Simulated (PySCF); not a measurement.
Constitutional and geometric isomers with formula CH3B2N. All species are isolated molecules in the gas phase. One relaxed conformer stands for each flexible species; it need not be the lowest. Strings in code marks are SMILES.

The four lowest singlet excitations (Tamm–Dancoff). The numbers are results of PBE-D3(BJ)/def2-TZVP // PBE0-D3(BJ)/def2-TZVP run with PySCF, not measurements. Excitations are Tamm–Dancoff values on a coarser integration grid. The basis has no diffuse functions, so Rydberg states are missing or too high.

```tsv
state	energy (eV)	wavelength (nm)	oscillator strength
S1	2.47	502	0.000
S2	4.39	282	0.287
S3	4.99	248	0.011
S4	5.30	234	0.000
```

### Question
Identify which member gives these states.
A) `NC1=BB1`
B) `B=BN=C`
C) `BB=C=N`
D) `B=NB=C`

### Answer
D, `B=NB=C`
